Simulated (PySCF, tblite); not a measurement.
Dissociation curve of SiH, doublet.

GFN2-xTB, 300 K electronic temperature (tblite); UHF/6-31G* = PySCF with unrestricted Hartree-Fock/6-31G*, spherical d; UCCSD(T) = CCSD(T) on UHF/cc-pVTZ, 5 core orbitals frozen run with PySCF.

Energies are in eV, each relative to the lowest point of its own curve near equilibrium.

```
R / Å  GFN2-xTB  UHF/6-31G*  UCCSD(T)
-----  --------  ----------  --------
1.14      2.664       2.187     2.127
1.23      1.104       1.082     1.069
1.29      0.557       0.610     0.616
1.39      0.123       0.159     0.176
1.45      0.027       0.038     0.052
1.48      0.007       0.009     0.019
1.53      0.000       0.000     0.000
1.59      0.024       0.041     0.025
1.61      0.037       0.065     0.043
1.69      0.108       0.200     0.152
1.80      0.232       0.461     0.371
1.92      0.389       0.798     0.659
2.09      0.654       1.283     1.098
```

At the longest distance, 2.09 Å, UHF/6-31G* lies highest above its minimum (1.283 eV) and GFN2-xTB lowest (0.654 eV).

The scan ran from 1.14 to 6.11 Å; beyond the distances shown one of the unrestricted levels run for this scan, shown here or not, changes its spin distribution in one step. The unrestricted determinant behind UHF/6-31G* is spin-contaminated at 2.09 Å (<S²> up to 0.9, against 0.75 for a pure doublet). The unrestricted determinant behind UCCSD(T) is spin-contaminated at 1.14 to 1.29 Å (<S²> up to 0.9, against 0.75 for a pure doublet).
